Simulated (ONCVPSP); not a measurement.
## What one change does to a pseudopotential (molybdenum (Mo), ONCV)

```json
{"Element": "molybdenum (Mo)", "Generator": "ONCVPSP 4.0.1", "Type": "optimised norm-conserving Vanderbilt (ONCV)", "Functional": "PBE", "Relativity": "scalar-relativistic", "Frozen core": "[Ar] 3d10", "Valence charge": "14", "Reference configuration": "4s2 4p6 4d5 (charge +1)", "Partial waves": "4s: rc 1.65 bohr, ncon 4, nbas 7, qcut 9.3 1/bohr, 2 projectors, debl 3.8 Ha; 4p: rc 1.55 bohr, ncon 5, nbas 8, qcut 7.6 1/bohr, 2 projectors, debl 0.8 Ha; 4d: rc 2.05 bohr, ncon 4, nbas 9, qcut 7.7 1/bohr, 1 projector", "Local potential": "polynomial inside 1.50 bohr (lpopt 5, dvloc0 3 Ha)", "Core correction": "Teter function, fcfact 5, rcfact 1.3"}
```

In the p channel the program set the typed energies aside and used -1.664, 0.250 Ha.

Change: d: qcut 10.

Cutoffs: the cutoffs (Ha) at which the residual kinetic energy of the hardest occupied pseudo-wave falls to 1 and 0.1 mHa per electron; they do not see the model core or the augmentation charge, which bear on the density cutoff. Errors are all-electron minus pseudo energies relative to the spin-unpolarised reference configuration.

Q: Predict the effect on cutoff, ghosts and configuration errors.

A: The potential gets neither clearly harder nor softer (26 Ha and 60 Ha → 26 Ha and 60 Ha); the s channel sets the loose cutoff, while the largest relative change is in d, which becomes harder; of the 4 tests that both files solve, the error grows in 0 and shrinks in 2 by more than 15 % and 0.3 meV (median size 2.5 → 0.9 meV); neither file shows a bound ghost.

```csv
quantity,base,changed
"cutoff, loose",26 Ha,26 Ha
"cutoff, tight",60 Ha,60 Ha
loose cutoff by channel,"s 26 Ha, p 25 Ha, d 18 Ha","s 26 Ha, p 25 Ha, d 21 Ha"
bound ghosts,none,none
GHOST(+) flags under 300 eV,none,none
"error for 4s2 4p6 4d5 5s1, meV [ΔE -6.89 eV]",+1.4,+1.2
"error for 4s2 4p6 4d4, meV [ΔE 15.46 eV]",-0.1,-0.1
"error for 4s2 4p6 4d3, meV [ΔE 42.21 eV]",+3.6,+0.5
"error for 4s1 4p6 4d5 5s1, meV [ΔE 63.31 eV]",-74,-58
s: phases at 1.68 bohr within 0.05 rad from the reference energy up to (Ha; the scan ends near 5),to the end of the scan,to the end of the scan
p: phases at 1.57 bohr within 0.05 rad from the reference energy up to (Ha; the scan ends near 5),to the end of the scan,to the end of the scan
d: phases at 2.08 bohr within 0.05 rad from the reference energy up to (Ha; the scan ends near 5),1.7,2.0
"rms error of d²Exc/dni dnj with the model core, mHa",0.60,0.60
```
